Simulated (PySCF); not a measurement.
Spectra and structures to be paired. Method used: TDDFT PBE0/def2-SVPD, vertical, gas phase, core orbitals frozen in the response in PySCF 2.14.0, density-fitted response routines. Geometries: PBE0-D3(BJ)/def2-SVP; one conformer of each isolated species. Triplets are in the Tamm–Dancoff approximation.

A. `C=CC(C=C)=NC(C)=O`
B. `C#C[Si@@H]1CC[C@H]1C(F)(F)F`
C. `B1OCCO1`
D. `COCc1cccnc1`
E. `FC(F)=C(F)/C=C\[C@@H]1C[SiH2]1`

Lowest singlet levels (six at most, fewer where fewer were computed) with oscillator strengths:

1. 264 nm (f 0.704); 236 nm (f 0.016); 226 nm (f 0.009); 214 nm (f 0.052); 213 nm (f 0.126); 205 nm (f 0.006); T1 2.79 eV
2. 170 nm (f 0.000); 162 nm (f 0.039); 153 nm (f 0.000); 145 nm (f 0.015); 140 nm (f 0.000); 139 nm (f 0.020); T1 6.75 eV
3. 253 nm (f 0.004); 240 nm (f 0.000); 227 nm (f 0.048); 204 nm (f 0.077); 197 nm (f 0.007); 188 nm (f 0.007); T1 4.14 eV
4. 355 nm (f 0.001); 270 nm (f 0.054); 253 nm (f 0.166); 237 nm (f 0.029); 233 nm (f 0.161); 215 nm (f 0.004)
5. 214 nm (f 0.002); 203 nm (f 0.015); 201 nm (f 0.004); 181 nm (f 0.011); 172 nm (f 0.285); 169 nm (f 0.058); T1 4.75 eV

Question: Which spectrum belongs to which structure?

Answer: 1 = E, 2 = C, 3 = D, 4 = A, 5 = B.
- A: S1 at 3.49 eV, HOMO→LUMO (93%); Löwdin shares by element: HOMO oxygen 52%, nitrogen 21%, carbon 14% or more; LUMO carbon 47% or more, nitrogen 21% (atoms not listed hold the other 32%); HOMO -7.23 and LUMO -2.30 eV.
- B: S1 at 5.80 eV, HOMO→LUMO (65%), HOMO-2→LUMO (11%), HOMO-1→LUMO (10%); Löwdin shares by element: HOMO carbon 61% or more, silicon 12% (atoms not listed hold the other 26%); LUMO carbon 56% or more, silicon 22% (atoms not listed hold the other 22%); HOMO -8.18 and LUMO -0.68 eV.
- C: S1 at 7.30 eV, HOMO→LUMO (97%); Löwdin shares by element: HOMO oxygen 58%, carbon 18% (atoms not listed hold the other 24%); LUMO boron 36%, carbon 27%, hydrogen 6% or more (atoms not listed hold the other 30%); HOMO -8.17 and LUMO 0.43 eV; point group C2v, 3 of its 6 listed states under f = 0.0005.
- D: S1 at 4.89 eV, HOMO-1→LUMO (82%), HOMO→LUMO (17%); Löwdin shares by element: HOMO carbon 45% or more, nitrogen 13% (atoms not listed hold the other 42%); LUMO carbon 50% or more, nitrogen 23% (atoms not listed hold the other 27%); HOMO -7.27 and LUMO -0.72 eV.
- E: S1 at 4.69 eV, HOMO→LUMO (92%); Löwdin shares by element: HOMO carbon 56% or more (atoms not listed hold the other 44%); LUMO carbon 53% or more, silicon 11% (atoms not listed hold the other 36%); HOMO -6.03 and LUMO -0.98 eV.
